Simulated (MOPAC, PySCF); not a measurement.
C2H7Ga, SMILES `[GaH]([CH3])[CH3]`, neutral singlet in the gas phase. 

Z-matrix (Å, degrees):
```
Ga
H 1 1.5817
C 1 1.9836 2 118.86
H 3 1.0899 1 112.44 2 172.60
H 3 1.0921 4 108.95 1 122.94
H 3 1.0936 4 108.35 5 115.88
C 1 1.9836 2 118.82 3 -179.86
H 7 1.0899 1 112.47 2 174.98
H 7 1.0924 8 108.87 1 122.67
H 7 1.0934 8 108.45 9 115.86
```
Charge 0, spin multiplicity 1.

All levels are single points at this geometry (B3LYP-D3(BJ)/def2-TZVP); Pople sets use spherical d functions. Orbital energies aren't observables, and empty levels follow the basis.

```csv
level,HOMO (eV),LUMO (eV),gap (eV),dipole (D),"vertical IE, Delta-SCF (eV)"
PBE-D3(BJ)/def2-TZVP in PySCF,-6.43,-1.77,4.66,0.59,–
ωB97X-D3(BJ)/def2-TZVP in PySCF,-10.04,0.93,10.98,0.54,9.96
B3LYP/3-21G in PySCF,-7.11,-1.00,6.11,0.59,–
B3LYP/6-311+G** (LANL2DZ on Ga) in PySCF,-7.47,-1.14,6.33,0.42,–
B3LYP/LANL2DZ in PySCF,-7.32,-1.00,6.32,0.49,–
BP86/6-31G* in PySCF,-6.33,-1.74,4.59,0.69,–
PBE/6-31G* in PySCF,-6.23,-1.65,4.58,0.69,–
SVWN5/6-31G* in PySCF,-6.35,-1.88,4.47,0.70,–
HF/6-31G* in PySCF,-10.43,1.72,12.15,0.48,9.05
HF/STO-3G in PySCF,-6.66,5.18,11.85,0.01,–
AM1 in MOPAC,-9.96,-1.08,8.88,0.35,–
PM3 in MOPAC,-9.38,-2.42,6.96,0.10,–
PM7 in MOPAC,-10.36,1.26,11.62,0.46,–
```
